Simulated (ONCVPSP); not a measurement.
# u(r) = r·R(r): atom against pseudo-atom (Re (Z = 75))

Columns: radius, all-electron u(r) and pseudo u(r) of the 5d shell (level -5.57 eV) of rhenium in the configuration [Kr] 4d10 4f14 5s2 5p6 5d5 6s2; LDA (Perdew-Wang 92), scalar-relativistic, ONCV scheme, ONCVPSP 4.0.1.

| r (bohr) | all-electron | pseudo |
| --- | --- | --- |
| 0.098 | 0.2240 | 0.0015 |
| 0.195 | 0.0439 | 0.0115 |
| 0.292 | -0.2580 | 0.0369 |
| 0.390 | -0.3479 | 0.0822 |
| 0.488 | -0.2495 | 0.1478 |
| 0.585 | -0.0658 | 0.2299 |
| 0.682 | 0.1349 | 0.3233 |
| 0.780 | 0.3193 | 0.4219 |
| 0.878 | 0.4709 | 0.5170 |
| 0.975 | 0.5860 | 0.6009 |
| 1.072 | 0.6689 | 0.6698 |
| 1.170 | 0.7247 | 0.7216 |
| 1.268 | 0.7576 | 0.7551 |
| 1.365 | 0.7724 | 0.7716 |
| 1.463 | 0.7737 | 0.7741 |
| 1.560 | 0.7646 | 0.7655 |
| 1.658 | 0.7480 | 0.7487 |
| 1.755 | 0.7263 | 0.7266 |
| 1.852 | 0.7010 | 0.7010 |
| 1.950 | 0.6730 | 0.6729 |
| 2.047 | 0.6439 | 0.6439 |
| 2.145 | 0.6140 | 0.6139 |
| 2.242 | 0.5842 | 0.5842 |
| 2.340 | 0.5545 | 0.5545 |
| 2.438 | 0.5254 | 0.5254 |
| 2.535 | 0.4974 | 0.4974 |

Task: How many radial nodes do the two functions have?

Result: The all-electron 5d function has n − l − 1 = 2; the pseudo-wave has 0, since the states of the same l below it are removed with the core.

Task: At about which radius was the pseudo-wave matched?

Result: 1.95 bohr. The columns agree to 0.0005 from 1.75 bohr on; several derivatives are matched, so the curves merge somewhat inside the radius.

Task: Is the pseudo-wave norm-conserving?

Result: Yes: the ONCV scheme keeps the norm inside the radius equal to the all-electron one, which fixes the energy derivative of the logarithmic derivative at the level.
